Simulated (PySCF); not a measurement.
C3HF4, SMILES [CH]=C(F)C(F)(F)F, multiplicity 2. Atoms are numbered in the order given.

```xyz
8

C      1.2243    -1.6489     0.0000
C      0.1038    -0.9661     0.0000
F     -1.1110    -1.5242     0.0000
C      0.0168     0.5489     0.0000
F     -0.6400     0.9868    -1.0808
F     -0.6400     0.9868     1.0808
F      1.2393     1.0924     0.0000
H      2.2958    -1.4806     0.0000
```
Charge 0, spin multiplicity 2.

Coordinates come from a B3LYP-D3(BJ)/def2-SVP optimisation. The isomer is the one that the SMILES or the coordinates give; other isomers of the formula were not compared.

Level of theory: B3LYP-D3(BJ)/def2-SVP (PySCF 2.14.0).

No scaling factor is applied to the harmonic values.

```tsv
mode	ν (cm⁻¹)	IR (km/mol)	moving atoms (share of kinetic energy)
1	62	1.1	F 66 %, C 27 %
2	223	3.3	F 76 %, C 18 %
3	238	1.2	F 77 %, C 22 %
4	355	5.2	F 49 %, C 30 %, H 21 %
5	415	3.8	F 84 %, C 12 %
6	504	3.3	F 78 %, C 22 %
7	572	0.1	F 72 %, H 14 %, C 14 %
8	631	7.2	F 47 %, C 44 %, H 9 %
9	674	18.3	H 47 %, C 35 %, F 19 %
10	681	28.6	C 46 %, H 39 %, F 16 %
11	735	58.1	H 42 %, C 30 %, F 28 %
12	819	6.7	F 73 %, C 25 %
13	1150	186.5	C 66 %, F 33 %
14	1211	290.7	C 76 %, F 24 %
15	1243	287.8	C 78 %, F 22 %
16	1342	208.2	C 87 %, F 12 %
17	1736	38.0	C 95 %
18	3323	30.9	H 90 %, C 10 %
```
